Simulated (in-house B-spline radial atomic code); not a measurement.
The iridium ion Ir³⁺ is squeezed into an impenetrable sphere of radius R (the orbitals vanish at R). Computed with a B-spline radial code for spherical atoms: Dirac-Kohn-Sham LDA VWN5, spherical fractional occupations, Fermi nucleus of rms radius 5.4032 fm.

Energies in eV above the free ion in [Xe] 4f14 5d6:

| R (bohr) | highest level (eV) | [Xe] 4f14 5d6 | [Kr] 4d10 4f14 5s2 5p5 5d6 5f1 | [Xe] 4f14 5d5 5f1 |
| --- | --- | --- | --- | --- |
| 9.29 | -36.6 | 0 | 80 | 28.63 |
| 6.86 | -36.6 | 0.0005226 | 80.37 | 29.02 |
| 4.87 | -36.5 | 0.1141 | 82.77 | 31.53 |
| 4.2 | -36 | 0.6295 | 85.52 | 34.38 |
| 3.65 | -35 | 2.456 | 90.55 | 39.46 |
| 2.84 | -29 | 18.04 | 116.2 | 64.27 |
| 2.69 | -26.5 | 26.37 | 127.7 | 75.31 |
| 2.23 | -11.6 | 89.58 | 206.4 | 150.2 |
| 1.94 | 9.45 | 206.6 | 340.3 | 278.6 |
| 1.59 | 67.2 | 621.6 | 788.9 | 713.7 |

Task: Does [Kr] 4d10 4f14 5s2 5p5 5d6 5f1 fall below [Xe] 4f14 5d6 under compression?

Result: No, it stays above over the whole range.

Task: Does [Xe] 4f14 5d5 5f1 fall below [Xe] 4f14 5d6 under compression?

Result: No, it stays above over the whole range.

The highest level is first positive in the row R = 1.94 bohr, pushed up by confinement above the zero of the free ion's potential. Each configuration is held fixed and needn't be the lowest in the sphere.
